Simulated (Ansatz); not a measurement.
CH7BSSi, SMILES `CSB[SiH3]`, relaxed with RKS PBE-D4/def2-SVP in the Gaussian-basis code of Ansatz from a rough embedded geometry. The force threshold is 0.03 eV/Å; the program also tests the step.

The species carries charge 0 and has multiplicity 1.

Start:

```xyz
11

C    -0.105    0.685    1.820
S    -1.293   -0.382    1.091
B    -0.812    0.141   -0.661
Si    0.508   -0.932   -1.627
H     0.969    0.430    1.542
H    -0.142    0.611    2.987
H    -0.293    1.750    1.595
H    -1.393    0.987   -1.171
H     1.762   -0.765   -0.866
H     0.110   -2.264   -1.746
H     0.689   -0.261   -2.962
```

(1) By how much does the energy fall, and how many steps does the optimiser take? (An estimate is asked.)

(2) Which bonds change most? (Estimate.)

(3) Give the relaxed structure. (Best estimate.)

## Answers

(1) The calculation gave: 153.88 kJ/mol, in 15 steps.

(2) Ansatz gave: S2–B3 from 1.891 to 1.763 Å; Si4–H10 from 1.395 to 1.507 Å; C1–S2 from 1.756 to 1.837 Å; B3–H8 from 1.146 to 1.217 Å.

(3) The calculation gave: 
```xyz
11

C    -0.532    0.925    2.185
S    -0.416   -0.501    1.032
B     0.168    0.152   -0.498
Si    0.453   -1.133   -2.025
H     0.482    1.253    2.481
H    -1.085    0.589    3.082
H    -1.073    1.761    1.706
H     0.382    1.345   -0.603
H     1.898   -1.109   -2.463
H     0.098   -2.557   -1.679
H    -0.374   -0.724   -3.219
```
